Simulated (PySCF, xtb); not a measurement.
silylarsine (AsH5Si), SMILES [SiH3][AsH2].

GFN2-xTB (xtb 6.7.1) at its own geometry gives an orbital gap of 4.70 eV and a dipole moment of 0.47 D.

The structure is a stationary point at PBE0-D3(BJ)/def2-TZVP.

Question: What does PBE/def2-TZVPD in PySCF give? (The exact figures need the calculation; the answer reports its results.)

Answer: gap 5.68 eV (levels -6.52 and -0.84 eV), dipole 0.33 D.
